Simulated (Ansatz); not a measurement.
Input file for FGe$_{2}$H$_{5}$O (`[OH][GeH]([F])[GeH3]`):

```yaml
crystal:
  periodic: [false, false, false]
  atoms:
    - {symbol: O, position_ang: [-0.777333, 0.482109, 1.794197]}
    - {symbol: Ge, position_ang: [-0.793445, 0.408025, 0.026757]}
    - {symbol: F, position_ang: [-0.676393, 2.055748, -0.543950]}
    - {symbol: Ge, position_ang: [1.208065, -0.776242, -0.639139]}
    - {symbol: H, position_ang: [-1.552658, 0.911497, 2.164555]}
    - {symbol: H, position_ang: [-2.172426, -0.061110, -0.482080]}
    - {symbol: H, position_ang: [1.314105, -0.750636, -2.169286]}
    - {symbol: H, position_ang: [1.115347, -2.229568, -0.155953]}
    - {symbol: H, position_ang: [2.423439, -0.086222, -0.012300]}
basis:
  gaussian: {orbitals: def2-TZVPP}
correlation: {method: ccsd_t}
output: {orbitals: {seedname: orbitals}}
```

```sh
$ ansatz run in.yaml --threads 4 --pin off --events-out ev --progress --plain
```

Log, shortened:

```
Functional definition: HF
  name "HF"
  cite "Fock, Z. Phys. 61, 126 (1930) doi:10.1007/BF01340294"
  parent pbe
  exchange = exact_x
  correlation = 0
1430 factors; integrals over basis functions are off by at most 1.1e-3 eV
mean field evaluation 1: about -117769.3317 eV, gradient 4.6e1 eV
mean field evaluation 2: about -117769.4738 eV, gradient 4.6e1 eV
mean field evaluation 4: about -117773.5061 eV, gradient 3.1e0 eV
mean field evaluation 8: about -117773.5611 eV, gradient 3.3e-1 eV
mean field -117773.56133366 eV, -4328.0985492250 hartree, gradient 2.2e-6 eV, S^2 0.000000; 0 other end points of the search recorded, 0 dependent functions left out
20 core orbitals not correlated: weight in the atoms' cores, before any rotation towards them, 1.000 or more for the frozen orbitals, at most 0.000 for the correlated occupied ones
reference -117773.56133366 eV, -4328.0985492250 hartree; 23, 23 occupied and 185, 185 virtual orbitals, 1430 factors
second order -27.50012798 eV of doubles, -0.00000000 eV of singles
cycle   1  -27.02813534 eV  change    4.7e-1 eV  update   1.3e-1
cycle   2  -27.82488634 eV  change   -8.0e-1 eV  update   3.7e-2
cycle   3  -27.96790865 eV  change   -1.4e-1 eV  update   1.9e-2
cycle   4  -27.94697773 eV  change    2.1e-2 eV  update   4.4e-3
cycle   5  -27.94409963 eV  change    2.9e-3 eV  update   1.9e-3
cycle   6  -27.94524618 eV  change   -1.1e-3 eV  update   5.5e-4
cycle   7  -27.94495708 eV  change    2.9e-4 eV  update   2.0e-4
cycle   8  -27.94483516 eV  change    1.2e-4 eV  update   7.1e-5
cycle   9  -27.94486147 eV  change   -2.6e-5 eV  update   2.6e-5
perturbative correction -0.93799358 eV, -0.0344706283 hartree
Total energy: -117802.44418871 eV, -4329.1599745706 hartree
```

Hardware: 4 threads of a server CPU on a shared host. Wall time 69 s, peak host memory 4.1 GiB.

The correlation energy is -28.883 eV, 3.2 % of it from (T); the T1 diagnostic reads 0.0123.
